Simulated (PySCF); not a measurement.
SMILES C=C[SiH2]c1ccccc1 (GFN2-xTB optimised geometry):

```
19

C      0.288     2.429     2.672
C      1.019     2.922     1.685
Si     1.332     2.066     0.034
C      0.402     0.424     0.003
C      1.071    -0.796     0.002
C      0.380    -1.994     0.000
C     -1.005    -1.994     0.000
C     -1.690    -0.790     0.000
C     -0.990     0.402     0.000
H      0.133     2.955     3.603
H     -0.193     1.467     2.592
H      1.479     3.894     1.823
H      0.846     2.930    -1.052
H      2.771     1.820    -0.131
H      2.152    -0.806     0.003
H      0.920    -2.930    -0.001
H     -1.548    -2.928     0.000
H     -2.771    -0.784     0.000
H     -1.533     1.338     0.000
```

Method: B3LYP/def2-SVP (PySCF 2.14.0).

Task: What are the frontier orbital energies and the dipole moment?

Result: HOMO-2 -7.56 eV, HOMO-1 -7.10 eV, HOMO -7.07 eV, LUMO -0.60 eV, LUMO+1 -0.28 eV; dipole moment 0.74 D.

Meta-Löwdin charges at B3LYP/def2-SVP: C1 -0.19, C2 -0.32, Si3 0.64, C4 -0.22, C5 -0.09, C6 -0.10, C7 -0.09, C8 -0.10, C9 -0.09, H10 0.10, H11 0.10, H12 0.10, H13 -0.12, H14 -0.12, H15 0.10, H16 0.10, H17 0.10, H18 0.10, H19 0.10.
